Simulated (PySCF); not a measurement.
A species of formula C7H10FP has this rotational fingerprint, computed with PBE0/pcSseg-1 in PySCF (dipole) on a GFN2-xTB geometry, gas phase:

```
Rotational constants : A = 1904, B = 1088, C = 822.7 MHz
Dipole components    : |μa| = 0.39 D, |μb| = 0.80 D, |μc| = 0.61 D
Inertial defect      : -115.49 u·Å²
κ                    : -0.51
```

Problem. Which candidate fits, each taken in the one conformer that was computed?
A. `[CH3:1]/[C:2]([F:3])=[P:4]/[C:5]1=[CH:6][CH2:7][CH2:8][CH2:9]1` with C2–P4–C5–C6 -166°, C5–C6–C7–C8 12°, C6–C7–C8–C9 -19°, C7–C8–C9–C5 18°, P4–C5–C9–C8 167°
B. `[CH2:1]=[CH:2][P:3]=[C:4]=[C:5]([F:6])[CH:7]([CH3:8])[CH3:9]` with C1–C2–P3–C4 180°, C4–C5–C7–C8 -117°
C. `[CH2:1]=[CH:2][C:3]1=[C:4]([F:5])[CH2:6][CH2:7][P:8]1[CH3:9]` with C1–C2–C3–C4 -179°, C3–C4–C6–C7 -13°, C4–C6–C7–P8 19°, C6–C7–P8–C9 80°, C2–C3–P8–C7 -170°
D. `[F:1][C:2]1=[CH:3][CH2:4][CH2:5][P:6]1[CH:7]1[CH2:8][CH2:9]1` with C5–P6–C7–C8 -172°, C2–C3–C4–C5 12°, C3–C4–C5–P6 -18°, C4–C5–P6–C7 -81°, P6–C7–C8–C9 108°
E. `[CH2:1]=[CH:2][CH2:3][P:4]1[CH2:5][CH:6]=[C:7]([F:8])[CH2:9]1` with C1–C2–C3–P4 112°, C2–C3–P4–C5 -165°, C3–P4–C5–C6 80°, P4–C5–C6–C7 13°, C6–C7–C9–P4 -13°, C3–P4–C9–C7 -80°

Solution. E. It is C=CCP1CC=C(F)C1, an asymmetric top, point group C1. The candidates at the same level (rigid rotor, commonest isotopes):

```tsv
SMILES	A (MHz)	B (MHz)	C (MHz)	μa (D)	μb (D)	μc (D)	Δ (u·Å²)	point group	rotor
C=CCP1CC=C(F)C1	1904	1088	822.7	0.39	0.80	0.61	-115.49	C1	asymmetric top
C/C(F)=P/C1=CCCC1	3314	801.8	663.2	0.03	0.26	0.07	-20.79	C1	asymmetric top
C=CP=C=C(F)C(C)C	2824	592.3	570.3	0.04	1.62	1.14	-146.06	C1	near-prolate asymmetric top
C=CC1=C(F)CCP1C	1545	1492	888.1	1.10	1.10	0.69	-96.81	C1	asymmetric top
FC1=CCCP1C1CC1	2060	1148	878.8	0.07	2.10	1.39	-110.50	C1	asymmetric top
```

`C=CP=C=C(F)C(C)C` has A 48 % too high; `C=CC1=C(F)CCP1C` has B 37 % too high; `C/C(F)=P/C1=CCCC1` has A 74 % too high; `FC1=CCCP1C1CC1` has A 8 % too high. No structure here is proved a minimum.
